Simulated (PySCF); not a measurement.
H6O2P2Sn, SMILES [OH][Sn]([OH])([PH2])[PH2].

Geometry optimised at B3LYP-D3(BJ)/def2-SVP. The structure was generated by enumeration; whether it is a known compound was not checked. The def2 effective core potentials stand for the cores of Sn; spin–orbit coupling is left out. One conformer was computed; it need not be the lowest.

Level of theory: PBE/def2-TZVP (PySCF).

Symmetry labels are those of the subgroup C2 that the program uses (full group C2).

Computed valence orbital energies around the gap with their symmetry:
```
orbital  symmetry  energy (eV)
-------  --------  -----------
HOMO−7          A        -9.60
HOMO−6          B        -8.55
HOMO−5          A        -7.95
HOMO−4          A        -7.67
HOMO−3          B        -7.58
HOMO−2          A        -6.85
HOMO−1          B        -6.82
HOMO            B        -6.31
LUMO            A        -2.39
LUMO+1          B        -1.17
LUMO+2          A        -0.98
LUMO+3          A        -0.55
```
